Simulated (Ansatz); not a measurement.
```yaml
crystal:
  periodic: [false, false, false]
  atoms:
    - {symbol: C, position_ang: [-0.696023, 0.390731, -1.074738]}
    - {symbol: N, position_ang: [0.548649, 0.663596, -1.131620]}
    - {symbol: C, position_ang: [1.132516, 0.153780, 0.121598]}
    - {symbol: Ge, position_ang: [-0.671044, -0.482905, 0.688885]}
    - {symbol: H, position_ang: [-1.375523, 0.659940, -1.883637]}
    - {symbol: H, position_ang: [1.893604, -0.603636, -0.074833]}
    - {symbol: H, position_ang: [1.586980, 0.957932, 0.703246]}
    - {symbol: H, position_ang: [-0.948287, -1.997681, 0.766638]}
    - {symbol: H, position_ang: [-1.382271, 0.211944, 1.867359]}
basis:
  gaussian: {orbitals: def2-TZVP}
total_charge: 1
magnetization: {spin_polarized: true, initial_magnetization: 1}
hamiltonian: {xc: {name: B3LYP5}}
output: {forces: true}
```

```sh
$ ansatz run in.yaml --threads 2 --pin off --events-out ev --progress --plain --max-ram 4352MiB
```

Output, abridged:

```
Functional definition: B3LYP5
  name "B3LYP5"
  cite "Stephens, Devlin, Chabalowski & Frisch, J. Phys. Chem. 98, 11623 (1994) doi:10.1021/j100096a001"
  cite "Becke, Phys. Rev. A 38, 3098 (1988) doi:10.1103/PhysRevA.38.3098"
  cite "Lee, Yang & Parr, Phys. Rev. B 37, 785 (1988) doi:10.1103/PhysRevB.37.785"
  cite "Vosko, Wilk & Nusair, Can. J. Phys. 58, 1200 (1980) doi:10.1139/p80-159"
  parameter a0 = 0.2
  parameter ax = 0.72
  parameter ac = 0.81
  exchange = (1 - a0 - ax)*slater_x + ax*b88_x + a0*exact_x
  correlation = (1 - ac)*vwn5_c + ac*lyp_c
1124 factors; their error is unknown
mean field evaluation 1: about -60122.3142 eV, gradient 7.0e1 eV
mean field evaluation 2: about -59833.1824 eV, gradient 1.9e2 eV
mean field evaluation 4: about -60145.1016 eV, gradient 3.2e1 eV
mean field evaluation 8: about -60149.6131 eV, gradient 3.1e-1 eV
mean field evaluation 16: about -60149.8174 eV, gradient 6.6e-3 eV
mean field -60149.81738032 eV, -2210.4650177160 hartree, gradient 8.2e-5 eV, S^2 0.757315; 0 other end points of the search recorded, 0 dependent functions left out
the calculation of the forces begins
reference -60149.81762105 eV, -2210.4650265628 hartree; 28, 27 occupied and 143, 144 virtual orbitals, 1124 factors
Total energy: -60149.81762105 eV, -2210.4650265628 hartree
Atom 0 at    -0.696023     0.390731    -1.074738 Å, force    -0.230483     1.579079    -3.262260 eV/Å
Atom 1 at     0.548649     0.663596    -1.131620 Å, force    -2.756240    -1.881309     2.688839 eV/Å
Atom 2 at     1.132516     0.153780     0.121598 Å, force     3.044969     0.424120     0.351081 eV/Å
Atom 3 at    -0.671044    -0.482905     0.688885 Å, force    -0.241552    -0.526599     0.961773 eV/Å
Atom 4 at    -1.375523     0.659940    -1.883637 Å, force    -0.182537    -0.065547     0.060903 eV/Å
Atom 5 at     1.893604    -0.603636    -0.074833 Å, force    -0.056455    -0.009161     0.034391 eV/Å
Atom 6 at     1.586980     0.957932     0.703246 Å, force    -0.050099    -0.038763     0.019474 eV/Å
Atom 7 at    -0.948287    -1.997681     0.766638 Å, force     0.265764     0.107951    -0.502397 eV/Å
Atom 8 at    -1.382271     0.211944     1.867359 Å, force     0.206632     0.410229    -0.351805 eV/Å
Dipole moment:     0.016644     0.075829    -0.145848 e Å
```

Hardware: 2 threads of an AMD EPYC 9B45 on a shared host. Wall time 2.7 s, peak host memory 0.51 GiB.
